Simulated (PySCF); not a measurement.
Input and output

[EuO(OH)]− (singlet in the valence; each metal's 4f electrons, 7 of them, lie in its core potential, out of spins and levels). PySCF 2.14.0, RKS TPSS, Eu lcecp-0-SVP with ECP53, O def2-SVP, H def2-SVP; non-relativistic Hamiltonian with scalar-relativistic core potentials where named; density fitting; no spin-orbit coupling. Purpose: level TPSS.

```python
mol = gto.M(atom='''
Eu    -0.01734    -0.04758    -0.42200
O      1.49659     0.03203     0.93685
O     -2.17333     0.01959     0.36757
H     -2.54477     0.08459     1.25356''',
    basis={'Eu': 'lcecp-0-SVP', 'O': 'def2-SVP', 'H': 'def2-SVP'},
    ecp={'Eu': 'lcecp-0-SVP'},
    charge=-1, spin=0)
mf = dft.RKS(mol, xc='TPSS')
mf.grids.atom_grid = (75, 302)  # f atoms: unpruned, at least (60, 302)
mf = mf.density_fit()  # fitting sets: Eu AutoAux, O def2-universal-JKFIT, H def2-universal-JKFIT
mf.conv_tol = 1e-08; mf.max_cycle = 55
mf.kernel(dm0)  # dm0: converged density of the relaxed state
mf.nuc_grad_method().kernel()
```

Run from Python with OMP_NUM_THREADS=2; the lines above give its settings. Where DIIS fails, smearing, a level shift and second-order steps follow.
It took 5.4 s on 2 threads of Intel(R) Xeon(R) Platinum 8488C (Sapphire Rapids), on a shared host, from an already converged density.

The 4f levels lie in the core potential and are missing. The gap is small, and the closed shell wasn't tested for a lower spin-broken solution. The highest filled level lies above zero, as often for anions with such functionals and bases; it isn't the detachment energy.

Question: What are the Mulliken charges and spins?

Answer: 
| atom | charge (e) | spin (e) |
| --- | --- | --- |
| Eu1 | 0.052 | 0.000 |
| O2 | -0.600 | 0.000 |
| O3 | -0.571 | 0.000 |
| H4 | 0.119 | 0.000 |
The spin of the 4f electrons in the core isn't counted.

Question: What forces act on the atoms (eV/Å)?

Answer: 
```
Eu  -0.39 -0.03 -0.58
O    0.46  0.03  0.50
O    0.16 -0.03 -0.46
H   -0.23  0.04  0.54
```
Forces carry noise of the integration grid, about 0.01 to 0.03 eV/Å.

The geometry was relaxed with PBE0 (Eu lcecp-0-SVP with ECP53, O def2-SVP, H def2-SVP).

An lcecp potential fixes the number of 4f electrons, so in runs with it no electron can move into or out of that shell.
